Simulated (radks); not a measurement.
The krypton ion Kr23+, 13 electrons, occupied as [Ne] 3s2 4p1 (not the ground configuration). Method: scalar-relativistic Kohn-Sham, LDA (Slater exchange, VWN5 correlation), spin-unpolarised, spherical densities, point nucleus; computed with a radial shooting solver on a logarithmic mesh with Libxc functionals.

Radial electron density D(r) = 4 pi r^2 rho(r):

```
   r/bohr * D(r) (the largest magnitude, 50.2, reaches the edge; | marks zero)
 0.004107 |      *
  0.00463 |       *
 0.005221 |         *
 0.005886 |           *
 0.006637 |             *
 0.007483 |               *
 0.008437 |                  *
 0.009513 |                     *
  0.01073 |                         *
  0.01209 |                             *
  0.01363 |                                *
  0.01537 |                                    *
  0.01733 |                                        *
  0.01954 |                                           *
  0.02204 |                                             *
  0.02484 |                                               *
  0.02801 |                                                *
  0.03158 |                                                *
  0.03561 |                                              *
  0.04015 |                                            *
  0.04527 |                                          *
  0.05104 |                                       *
  0.05755 |                                      *
  0.06437 |                                     *
  0.07258 |                                       *
  0.08183 |                                          *
  0.09226 |                                              *
    0.104 |                                                  *
   0.1173 |                                                     *
   0.1322 |                                                      *
   0.1491 |                                                    *
   0.1681 |                                              *
   0.1895 |                                      *
   0.2137 |                             *
    0.241 |                    *
   0.2717 |              *
   0.3063 |          *
   0.3454 |        *
   0.3894 |       *
   0.4391 |      *
    0.495 |     *
   0.5582 |   *
   0.6293 |  *
   0.7096 |  *
      0.8 | *
    0.902 | *
    1.017 |*
    1.147 |*
    1.293 *
    1.458 *
    1.644 *
    1.853 *
    2.089 *
```

D(r) has 2 maxima, at r = 0.0287, 0.128 bohr, and minima at 0.0618 bohr, inside which lie 2.09 electrons.
